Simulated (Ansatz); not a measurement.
CoO, multiplicity 6 (not the ground state: that is measured with 2S+1 = 4), most abundant isotopes (58.9332 and 15.9949 u). Constants from fifth-degree fits in 1/R to seven points on the lowest solution found; no spin–orbit coupling, no relativity up to Kr; ω_e x_e and α_e move by some per cent with the fit.

Correlated levels freeze the inner cores; with def2 sets outer-core shells near the valence are correlated too.

Run with Ansatz (an electronic-structure program) with Gaussian orbitals. Values without a source in brackets are computed.

```tsv
level	r_e (Å)	ω_e (cm⁻¹)	ω_e x_e (cm⁻¹)	α_e (cm⁻¹)
PBE/def2-TZVPP	1.6650	801.8	6.01	0.00441
CCSD(T)/def2-TZVPP	1.6437	834.1	13.6	0.00638
```

Derive the rotational constants, the centrifugal constant, the fundamental, the zero-point energy and the force constant.


μ = 12.58048 u.
- PBE/def2-TZVPP: B_e = 16.8576/(μ r_e²) = 0.48336 cm⁻¹; B₀ = B_e − α_e/2 = 0.48115 cm⁻¹; D = 4B_e³/ω_e² = 7.03e-07 cm⁻¹; fundamental ω_e − 2ω_e x_e = 790 cm⁻¹; zero-point energy ω_e/2 − ω_e x_e/4 = 399 cm⁻¹; k = μ(2πcω_e)² = 477 N/m
- CCSD(T)/def2-TZVPP: B_e = 16.8576/(μ r_e²) = 0.49597 cm⁻¹; B₀ = B_e − α_e/2 = 0.49279 cm⁻¹; D = 4B_e³/ω_e² = 7.01e-07 cm⁻¹; fundamental ω_e − 2ω_e x_e = 807 cm⁻¹; zero-point energy ω_e/2 − ω_e x_e/4 = 414 cm⁻¹; k = μ(2πcω_e)² = 516 N/m

Doubts at one or more of the structures used: T1 above 0.05 (CCSD(T)/def2-TZVPP); other coupled-cluster roots lie near (CCSD(T)/def2-TZVPP); a spin-contaminated determinant (CCSD(T)/def2-TZVPP).
